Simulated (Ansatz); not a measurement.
```xyz
7

Si   -0.858   -0.588   -0.046
O     0.577    0.138    0.291
Ge    1.477    1.509   -0.424
H    -1.524    0.071   -1.206
H    -1.745   -0.494    1.141
H    -0.620   -2.017   -0.371
H     2.693    1.380    0.615
```

The species carries charge 0 and has multiplicity 1.

List the r2SCAN/def2-TZVPP orbital energies in eV (the Gaussian-basis code of Ansatz). (An estimate is asked.)

The calculation gave: Occupied: -10834.78, -1791.45, -1349.81, -1199.92, -1199.85, -1199.81, -516.01, -167.95, -141.83, -117.84, -117.61, -117.46, -96.72, -96.67, -96.67, -31.12, -30.99, -30.87, -30.82, -30.70, -25.65, -14.62, -12.51, -10.01, -9.86, -9.71, -8.15, -7.96, -5.98. Lowest empty: -3.24, -0.74, 0.96, 1.20, 1.33, 1.48, 2.14, 4.48.
